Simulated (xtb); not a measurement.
xtb input (GFN2-xTB):

```bash
xtb mol.xyz --gfn 2 --ohess tight --chrg 0 --uhf 0
```
mol.xyz:
```
2

Lu     0.03685303     0.01442733    -0.98553567
H     -0.01468491    -0.01338702     0.99215362
```

End of the output:

```
    mode    ω/cm⁻¹     T·S(HO)/kcal·mol⁻¹    T·S(FR)/kcal·mol⁻¹   T·S(vib)
   ------------------------------------------------------------------------
   ------------------------------------------------------------------------

   temp. (K)  partition function   enthalpy   heat capacity  entropy
                                   cal/mol     cal/K/mol   cal/K/mol   J/K/mol
 298.15  VIB   1.01                   28.508      0.441      0.116
         ROT   68.3                  592.502      1.987     10.381
         INT   69.0                  621.010      2.428     10.497
         TR   0.226E+28             1481.254      4.968     41.384
         TOT                        2102.2638     7.3963    51.8809   217.0699

       T/K    H(0)-H(T)+PV         H(T)/Eh          T*S/Eh         G(T)/Eh
   ------------------------------------------------------------------------
    298.15    0.335017E-02    0.550410E-02    0.246503E-01   -0.191462E-01
   ------------------------------------------------------------------------

         :::::::::::::::::::::::::::::::::::::::::::::::::::::
         ::                  THERMODYNAMIC                  ::
         :::::::::::::::::::::::::::::::::::::::::::::::::::::
         :: total free energy          -1.419435479135 Eh   ::
         ::.................................................::
         :: total energy               -1.400289273036 Eh   ::
         :: zero point energy           0.002153932169 Eh   ::
         :: G(RRHO) w/o ZPVE           -0.021300138268 Eh   ::
         :: G(RRHO) contrib.           -0.019146206100 Eh   ::
         :::::::::::::::::::::::::::::::::::::::::::::::::::::

optimized geometry written to: xtbopt.xyz

           -------------------------------------------------
          | TOTAL ENERGY               -1.400289273036 Eh   |
          | TOTAL ENTHALPY             -1.394785170320 Eh   |
          | TOTAL FREE ENERGY          -1.419435479135 Eh   |
          | GRADIENT NORM               0.000005549631 Eh/α |
          | HOMO-LUMO GAP               2.921386584283 eV   |
           -------------------------------------------------

------------------------------------------------------------------------
Note: The following floating-point exceptions are signalling: IEEE_DENORMAL
normal termination of xtb
------------------------------------------------------------------------
 total:
 SCF:
 ANC optimizer:
 analytical hessian:
```
